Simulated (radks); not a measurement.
Eu, 63 electrons, occupied as [Xe] 4f7 6s2.

All-electron calculation, non-relativistic Kohn-Sham, exchange-only LDA, spin-polarised, spherical densities, point nucleus; open shells are filled with parallel spins first (spin-orbit coupling, left out, can overturn this in heavy ions); relativity is left out, which matters for an element this heavy. Program: a radial shooting solver on a logarithmic mesh with Libxc functionals.

Energy parts (Ry):
| part | energy |
|---|---|
| total | -20827.6501 |
| kinetic | 20827.6501 |
| electron-nucleus | -49460.7491 |
| Hartree | 8246.4374 |
| exchange | -440.9885 |

Orbitals (lengths in bohr, moments of r in powers of bohr):
orbital  occ.  eigenvalue (Ry)      <r^2>
1s up       1        -3344.344  0.0007763
1s down     1        -3344.344  0.0007763
2s up       1        -530.1673    0.01237
2s down     1        -530.1573    0.01237
2p up       3        -504.1166   0.009199
2p down     3        -504.1107   0.009199
3s up       1        -116.0313    0.08058
3s down     1        -115.8005    0.08043
3p up       3        -104.4488    0.07553
3p down     3        -104.2369    0.07536
3d up       5        -82.78723    0.06056
3d down     5        -82.63062    0.06037
4s up       1        -22.56742     0.4077
4s down     1        -22.10855     0.4079
4p up       3        -18.08350     0.4316
4p down     3        -17.62647     0.4321
4d up       5        -10.09929     0.4979
4d down     5         -9.64715     0.5000
4f up       7         -0.49660      1.074
4f down     0         -0.10117      1.451
5s up       1         -2.88111      2.419
5s down     1         -2.65513      2.529
5p up       3         -1.68708      3.144
5p down     3         -1.50799      3.356
6s up       1         -0.20863      23.35
6s down     1         -0.19257      25.45

The highest occupied level is 6s down at -2.620 eV. Spin moment in Bohr magnetons: 7. The electron density at the nucleus is 1.776e+05 e/bohr^3. Summed over all electrons, <r^2> = 90.46 bohr^2, which gives a Langevin (diamagnetic) susceptibility term of -71.6 x 10^-6 cm^3/mol. The density falls to 0.001 e/bohr^3 at r = 5.37 bohr. Virial ratio -V/T = 2.00000. The spin density at the nucleus is 0.557 e/bohr^3 (1s 0.004, 2s -0.474, 3s -4.355, 4s 0.567, 5s 4.246, 6s 0.569).
